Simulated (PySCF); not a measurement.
Computed shifts of a molecule C6H5F, PBE/pcSseg-1 (PySCF), GIAO, gas phase, equivalent atoms averaged, in ppm (number of nuclei): ¹³C: 158.2 (1), 133.4 (1), 131.2 (1), 118.1 (1), 88.0 (1), 87.8 (1). ¹⁹F: -123.1 (1). ¹H: 6.79 (1), 5.89 (2), 5.33 (1), 3.27 (1). References: ¹³C against TMS (σ = 182.0 ppm); ¹⁹F against CFCl3 (σ = 133.6 ppm); ¹H against TMS (σ = 31.49 ppm), references at their B3LYP-D3(BJ)/def2-TZVP geometries, non-relativistic. Geometry: PBE0-D3(BJ)/def2-SVP. The values are those of a single conformer.

### Question
Identify the compound among the candidates.
A) C=C1C=CC(F)=C1
B) C#CC(C)=C=CF
C) C#CC(=C)/C=C\F
D) C#CCC=C=CF

### Answer
C, C#CC(=C)/C=C\F
